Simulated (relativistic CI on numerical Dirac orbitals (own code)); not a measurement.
## Calculated levels, Tm³³⁺

Calculated at this level of theory: Dirac-Coulomb-Breit CI, separate exchange-only KLI orbitals for each configuration, model QED, unscaled Slater integrals (own radial code, finite nucleus).

CI space (outside the closed core [Ar] 3d10): 4s²4p⁶, 4s²4p⁵4d, 4s4p⁶4d, 4s²4p⁵4f, 4s4p⁶4f, 4s²4p⁵5s, 4p⁶4d4f, 4s²4p⁵5p, 4s4p⁶5s, 4s²4p⁵5d, 4s4p⁶5p, 4s²4p⁵5f, 4s²4p⁵5g, 4s4p⁶5d, 4p⁶4f5s, 4s²4p⁵6s, 4s4p⁶5f, 4s²4p⁵6p, 4s4p⁶5g, 4s²4p⁵6d, 4s²4p⁵6f, 4p⁶4d², 4p⁵4d³, 4p⁵4d²4f, 4p⁵4d²5s, 4p⁵4d²5p, 4p⁶4f², 4p⁵4d4f², 4p⁵4f³, 4p⁵4f²5s, 4p⁵4f²5p, 4p⁶4d5s, 4p⁵4d4f5s, 4p⁵4d5s², 4p⁵4d5s5p. Double excitations out of closed p, d and f shells are left out; levels of such configurations are missing from the list, as are those of other unlisted configurations, and high levels can miss mixing partners. These lack a partner that the ground configuration has and come out too high: 4s²4p⁵5d, 4s²4p⁵5f, 4s²4p⁵5g, 4s²4p⁵6s, 4s²4p⁵6p.

```
No.  Configuration  Term  J   E (eV)    %  Next component (%)  Lifetime (s)
  1         4s²4p⁶    ¹S  0    0.000  100                                  
  2       4s²4p⁵4d   ³P°  0  131.071  100                                  
  3       4s²4p⁵4d   ³P°  1  134.853   77              22 ³D°      1.16e-09
  4       4s²4p⁵4d   ³F°  3  137.886   59              32 ¹F°      6.35e-02
  5       4s²4p⁵4d   ³D°  2  139.167   53              19 ³F°      1.95e-03
  6       4s²4p⁵4d   ³F°  4  147.567  100                          1.75e-04
  7       4s²4p⁵4d   ¹D°  2  149.929   47              43 ³P°      4.29e-05
  8       4s²4p⁵4d   ³D°  3  155.060   68              31 ¹F°      4.44e-05
  9       4s²4p⁵4d   ³D°  1  168.406   52              31 ¹P°      2.16e-12
 10       4s²4p⁵4d   ³F°  2  198.765   70              24 ¹D°      4.55e-07
 11       4s²4p⁵4d   ³D°  2  212.621   41              40 ³P°      4.60e-07
 12       4s²4p⁵4d   ³F°  3  214.782   39              37 ¹F°      4.01e-07
 13       4s²4p⁵4d   ¹P°  1  221.109   69              26 ³D°      4.57e-13
 14        4s4p⁶4d    ³D  1  290.458   76      24 4s²4p⁵4f ³D      4.44e-12
 15        4s4p⁶4d    ³D  2  294.651   73      19 4s²4p⁵4f ³D      3.12e-12
 16        4s4p⁶4d    ³D  3  304.755   75      18 4s²4p⁵4f ³D      3.18e-12
 17        4s4p⁶4d    ¹D  2  316.479   81      16 4s²4p⁵4f ³D      1.76e-12
 18       4s²4p⁵4f    ³G  4  318.959   59               36 ¹G      2.29e-12
 19       4s²4p⁵4f    ³G  5  319.728  100                          2.65e-12
 20       4s²4p⁵4f    ³D  1  322.208   76       24 4s4p⁶4d ³D      8.65e-13
 21       4s²4p⁵4f    ³F  3  322.321   37               33 ¹F      2.10e-12
 22       4s²4p⁵4f    ³F  2  324.869   35               32 ³D      1.19e-12
 23       4s²4p⁵4f    ³F  4  326.116   67               29 ¹G      2.48e-12
 24       4s²4p⁵4f    ³D  3  327.639   33               26 ¹F      1.21e-12
 25       4s²4p⁵4f    ¹D  2  330.369   55               19 ³F      1.67e-12
 26       4s²4p⁵4f    ³G  3  381.272   69               21 ¹F      2.24e-12
 27       4s²4p⁵4f    ³D  3  385.750   48               32 ³F      1.94e-12
 28       4s²4p⁵4f    ³G  4  385.852   37               34 ¹G      2.61e-12
 29       4s²4p⁵4f    ³F  2  387.633   43               40 ¹D      2.17e-12
 30        4s4p⁶4f   ³F°  2  480.541  100                          9.70e-13
```

Energies count from the lowest computed level; ° marks odd parity; lifetimes are radiative, by E1, M1, E2, M2, E3 decay to levels of this space only; some are left blank where a channel outside the calculation adds to the decay or the decay crosses a small, uncertain gap.

The mean weight of the leading LS term, summed over parents, in these 30 levels is 65 %, and that of the leading jj configuration (from the same eigenvectors) 90 %, so jj coupling describes them better and the LS labels are nominal.

At this charge energies of transitions that change n are usually good to better than 1 %, and those within a shell (Δn = 0) to a few per cent.

LS names give the leading component of a level, which can be under half, so a name can repeat, a term be missing and a line seem to break the LS rules.
